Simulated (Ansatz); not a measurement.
Reaction (formal exchange of groups at a C–In bond): `N#[C][In]([F])[F]` + `CCOC` → `COCCC#N` + `[F][InH][F]`

Program: Ansatz. Geometries: PBE0-D4/def2-TZVP. ΔE: electronic, gas phase. CCSD(T)/CBS adds triple-zeta CCSD(T) − MP2 to the extrapolated MP2 energy (def2 sets, frozen cores). DFT in def2-TZVPP. Elements past krypton have def2 core potentials. For In outer-core shells are correlated without core-valence functions, which leaves a few kJ/mol of doubt a bond. Each species was taken in one conformer, which may not be the lowest.

| level | ΔE (kJ/mol) |
| --- | --- |
| ωB97X-V | 18.2 |
| HF/def2-QZVPP | 29.7 |

(1) What does CCSD(T)/CBS give? (An estimate is asked.)

Largest T1 diagnostic among the species: 0.017.

Answers

(1) The calculation gave: +25.8 kJ/mol. The listed levels differ from it by -7.6, 3.9 kJ/mol.

The D4 term adds −3.9 kJ/mol with B3LYP and −2.4 kJ/mol with PBE0; it sums over pairs of atoms, weighted by their polarisabilities, and B3LYP, whose exchange is more repulsive, gets the larger term.

B3LYP here is the variant with VWN-RPA as its local correlation; programs differ in this.
